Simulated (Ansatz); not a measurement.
Consider the ligand exchange at a B–N bond: `BN[SiH2][SiH3]` + `C#CS` → `BSC#C` + `N[SiH2][SiH3]`.

Program: Ansatz. Geometries: PBE0-D4/def2-TZVP. ΔE: electronic, gas phase. CCSD(T)/CBS is the MP2 limit (def2-TZVPP, def2-QZVPP) plus CCSD(T) − MP2 in def2-TZVPP, frozen cores. This one scheme is used for every species. DFT in def2-TZVPP. B3LYP here is the variant with VWN-RPA as its local correlation; programs differ in this. One conformer a species, not always the lowest.

`BN[SiH2][SiH3]`:

Cartesian coordinates in Å:
```
B -1.221 2.015 -0.165
N -0.989 0.753 0.390
Si -0.426 -0.677 -0.451
Si 1.698 -1.315 0.308
H -1.049 2.173 -1.340
H -1.585 2.913 0.540
H -1.139 0.660 1.386
H -1.377 -1.800 -0.218
H -0.400 -0.351 -1.897
H 2.700 -0.257 0.009
H 1.665 -1.530 1.782
H 2.123 -2.584 -0.344
```

`C#CS`:

Cartesian coordinates in Å:
```
C -0.282 -0.509 1.107
C -0.049 0.158 0.132
S 0.245 1.202 -1.150
H -0.485 -1.109 1.962
H 0.570 0.258 -2.051
```

`BSC#C`:

Cartesian coordinates in Å:
```
B 0.712 -0.211 -0.007
S 0.727 1.793 0.118
C -0.648 0.914 0.052
C -1.124 -0.229 -0.024
H 1.065 -0.680 1.029
H 1.084 -0.548 -1.087
H -1.816 -1.040 -0.080
```

`N[SiH2][SiH3]`:

Z-matrix (Å, degrees):
```
Si
Si 1 2.341
N 1 1.724 2 108.6
H 1 1.497 2 108.1 3 -126.1
H 1 1.488 2 110.7 3 117.7
H 2 1.489 1 110.3 3 173.7
H 2 1.491 1 110.1 3 54.6
H 2 1.488 1 111.4 3 -65.4
H 3 1.008 1 119.6 2 167.4
H 3 1.007 1 119.6 2 -50.6
```

```tsv
level	ΔE (eV)
B97M-V	0.69
B3LYP-D4	0.96
r2SCAN0-D4	0.68
PBE-QIDH	0.67
r2SCAN	0.63
r2SCANh	0.65
CAM-B3LYP	1.02
CCSD(T)/def2-TZVPP	0.84
```

(1) What does CCSD(T)/CBS give? (An estimate is asked.)

Largest T1 diagnostic among the species: 0.014.

Results:

(1) Computed: +0.81 eV. The listed levels differ from it by -0.12, 0.15, -0.13, -0.14, -0.18, -0.16, 0.21, 0.03 eV.

From BLYP to BHLYP (50 % exact exchange), in def2-TZVPP and without D4, ΔE moves by +0.14 eV. In def2-TZVPP, CCSD(T) changes the Hartree–Fock value by −0.63 eV (the triples alone add −0.13 eV) and MP2 by −0.82 eV.
